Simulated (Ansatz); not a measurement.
FeBr₃ was relaxed with r2SCAN-D4 (def2-SVP) in Ansatz in these states: neutral quartet, neutral sextet. The geometries follow in no particular order.

A:

```csv
atom,x (Å),y (Å),z (Å)
Fe1,-0.0012,0.0057,-0.0039
Br2,-1.0837,-1.2627,-1.5607
Br3,-1.1678,0.9339,1.7229
Br4,2.2527,0.3232,-0.1582
```

B:

```csv
atom,x (Å),y (Å),z (Å)
Fe1,-0.0468,0.1374,0.0896
Br2,0.5739,-1.6658,-1.0867
Br3,1.5192,1.7500,-0.0675
Br4,-2.0463,-0.2216,1.0647
```

Judge from the bond lengths which geometry belongs to which state (an estimate).

A is the neutral sextet (Fe1–Br2 2.281 Å, Fe1–Br4 2.281 Å, Fe1–Br3 2.281 Å); B is the neutral quartet (Fe1–Br2 2.241 Å, Fe1–Br4 2.253 Å, Fe1–Br3 2.253 Å).

At r2SCAN-D4/def2-SVP the charge 0 quartet is spin-contaminated (final ⟨S²⟩ up to 4.00, 3.75 for a pure state). At PBE0-D4/def2-TZVP a sextet lies 0.83 eV below the neutral quartet.
